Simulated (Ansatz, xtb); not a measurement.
Breaking the O2–H3 bond in H2O2Sn (SMILES [OH][Sn][OH]) (multiplicity 1 held, fragments rigid). Energies count from the point at 0.966 Å.
Geometry at that point (charge 0, multiplicity 1):
```csv
atom,x (Å),y (Å),z (Å)
Sn,-0.0345,-0.0077,0.3736
O,0.5521,1.4446,-0.8426
H,0.5427,1.1769,-1.7709
O,-0.3244,-1.2738,-1.1536
H,-0.6369,-2.1588,-0.9385
```

Restricted levels (R-, RO-) in cc, def2 and unpolarised 6-31G sets keep to the state of the molecule at rest. Unrestricted levels (U-) break spin symmetry where that is lower. Active spaces are followed from a long bond inwards. Levels need not reach the same state.

Cores are frozen in the correlated methods. Filled d and f shells under p-block atoms count as core.

Programs: Ansatz (a first-principles code); xtb for the GFN methods.  In def2 rows elements past Kr take small-core potentials, without spin–orbit coupling. The GFN methods have no spin term and hold the electronic entropy of 300 K.

```tsv
level	energy at R = 3.092 Å (eV)
GFN2-xTB	5.850
U-MP2/def2-SVP	5.300
R-SCS-MP2/def2-SVP	5.742
U-SCS-MP2/def2-SVP	5.228
U-CCSD(T)/def2-SVP	5.079
CASSCF(4,3)/def2-SVP	[?]
SC-NEVPT2 on CASSCF(4,3)/def2-SVP	5.304
FIC-MRCISD on CASSCF(4,3)/def2-SVP	5.000
FIC-MRCISD+Q on CASSCF(4,3)/def2-SVP	5.060
```

Fill in the missing entries.


- CASSCF(4,3)/def2-SVP, energy at R = 3.092 Å (eV): 4.478

Doubts at one or more of the structures used: a spin-contaminated determinant (U-MP2/def2-SVP, U-SCS-MP2/def2-SVP, U-CCSD(T)/def2-SVP); a restricted determinant that unrestricted orbitals would lower (R-SCS-MP2/def2-SVP); active orbitals that take no part (CASSCF(4,3)/def2-SVP, SC-NEVPT2 on CASSCF(4,3)/def2-SVP, FIC-MRCISD on CASSCF(4,3)/def2-SVP, FIC-MRCISD+Q on CASSCF(4,3)/def2-SVP).
